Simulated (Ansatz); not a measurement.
Process, species as SMILES: BN (BH2-NH2) → B atom + 4 H atom + N atom
B3LYP-D3(BJ)/def2-TZVP geometries, fixed; electronic energies without zero-point terms.

Effect of a fitting basis named in the input at MP2/def2-TZVPP with Ansatz (a first-principles code), against the last row, where the atomisation energy is 491.80 kcal/mol. Cores are frozen. Open shells are unrestricted. The default fits or decomposes integrals by the program's own choice; accuracy: high also tightens integrals, grids and stops.

| setting | largest shift of a total energy (mEh) | shift of the atomisation energy (kcal/mol) |
|---|---|---|
| fitting: def2-universal-jkfit and def2-SVP-RIFIT | -2.516 | -1.214 |
| fitting: def2-universal-jkfit and cc-pVDZ-RIFIT | -1.738 | -1.001 |
| fitting: def2-universal-jkfit and cc-pVTZ-RIFIT | 0.106 | -0.049 |
| fitting: def2-universal-jkfit and aug-cc-pVTZ-RIFIT | 0.076 | -0.037 |
| fitting: def2-universal-jkfit and cc-pVQZ-RIFIT | 0.067 | -0.029 |
| fitting: def2-universal-jkfit and aug-cc-pVQZ-RIFIT | 0.052 | -0.021 |
| accuracy: high | -0.001 | 0.000 |
| accuracy: medium (default) | 0.000 | 0.000 |

Within 0.05 kcal/mol in the atomisation energy: fitting: def2-universal-jkfit and cc-pVTZ-RIFIT; fitting: def2-universal-jkfit and aug-cc-pVTZ-RIFIT; fitting: def2-universal-jkfit and cc-pVQZ-RIFIT; fitting: def2-universal-jkfit and aug-cc-pVQZ-RIFIT; accuracy: high. The largest shift is 2.516 mEh in a total energy and 1.214 kcal/mol in the difference.
